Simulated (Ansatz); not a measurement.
A structure relaxed at PBE-D4/def2-SVP in Ansatz, charge 0, doublet:

```xyz
9

Na   -0.309   -1.653   -2.576
Na   -0.771    1.603    2.148
Na    2.841    0.375    1.407
Na   -2.887    0.250   -0.450
H    -2.048   -0.883   -1.898
H     2.516   -1.001   -0.746
H     2.010   -1.278   -1.331
H     1.217    1.255    2.205
H    -2.569    1.332    1.240
```

Give its formula and point group.

Na₄H₅. Point group Cs (tolerance 0.1 Å).

Summarise the bond lengths by kind (pairs closer than 1.2 times the sum of covalent radii, bridged metal pairs left out).

6 × H–Na 2.01 to 2.03 Å.

In the doublet, H6 and H7 lie 0.82 Å apart (atoms count from 1), so H2 has formed as a molecule. Another isomer (doublet) lies 0.61 eV lower at PBE0-D4/def2-TZVP; other spin states weren't run for this one.
